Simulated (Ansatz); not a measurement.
Reaction (redistribution): `B[SiH2][InH2]` + `[SiH3]C1=CCO1` → `BC1=CCO1` + `[SiH3][SiH2][InH2]`

Isolated molecules relaxed with PBE0-D4/def2-TZVP in Ansatz; ΔE leaves out vibrations. CCSD(T)/CBS adds triple-zeta CCSD(T) − MP2 to the extrapolated MP2 energy (def2 sets, frozen cores). Functionals use def2-TZVPP. B3LYP here is the variant with VWN-RPA as its local correlation; programs differ in this. Elements past krypton have def2 core potentials. For In outer-core shells are correlated without core-valence functions, which leaves a few kJ/mol of doubt a bond.

(1) Is it downhill or uphill in electronic energy at CCSD(T)/CBS, and by how much? (Best estimate.)

(2) What do these levels give: PBE-D4, ωB97M-V, PBE, r2SCAN, PBE0, B3LYP, MP2/def2-TZVPP, HF/def2-QZVPP, MP2/def2-QZVPP, SCS-MP2/def2-QZVPP, HF/CBS(def2), MP2/CBS(def2)? (Best estimate.)

Largest T1 diagnostic among the species: 0.015.

Results:

(1) The calculation gave: Downhill: ΔE = -0.39 eV.

(2) Ansatz gave: PBE-D4 -0.36, ωB97M-V -0.40, PBE -0.38, r2SCAN -0.40, PBE0 -0.45, B3LYP -0.53, MP2/def2-TZVPP -0.32, HF/def2-QZVPP -0.91, MP2/def2-QZVPP -0.31, SCS-MP2/def2-QZVPP -0.41, HF/CBS(def2) -0.91, MP2/CBS(def2) -0.30 eV.

In def2-TZVPP, CCSD(T) changes the Hartree–Fock value by +0.50 eV (the triples alone add +0.08 eV) and MP2 by +0.59 eV. From PBE to PBE0 (25 % exact exchange), in def2-TZVPP and without D4, ΔE moves by −0.07 eV.
